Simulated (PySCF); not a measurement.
**I⁵⁰⁺: ionisation energy**

I⁵⁰⁺ [He] 2s1 [2s1/2^1, M_J = 1/2] → I⁵¹⁺ 1s2, as a difference of total energies. Calculation: PySCF 2.14, in an uncontracted even-tempered set (17 s from 30 bohr⁻², ratio 2.4; 12 p from 38 bohr⁻², ratio 2.4; 5 d from 120 bohr⁻², ratio 2.6; 4 f from 180 bohr⁻², ratio 2.6); the two-component X2C-1e Hamiltonian. Correlated levels: nothing frozen; the 32 highest virtual spinors dropped. "Screened" scales the spin-orbit matrix elements by Boettger's factors to mimic the two-electron term; Breit and QED terms are absent.

```tsv
method	ionisation energy (eV)
GHF (screened spin-orbit)	9429.1
GMP2 (screened spin-orbit)	9429.3
```

For this ion Breit and QED terms and the two-electron picture change, all absent here, outweigh the correlation shift from GHF to GMP2.

For comparison: 9421.1 eV (theoretical estimate listed by NIST; NIST Atomic Spectra Database, ionization energies).
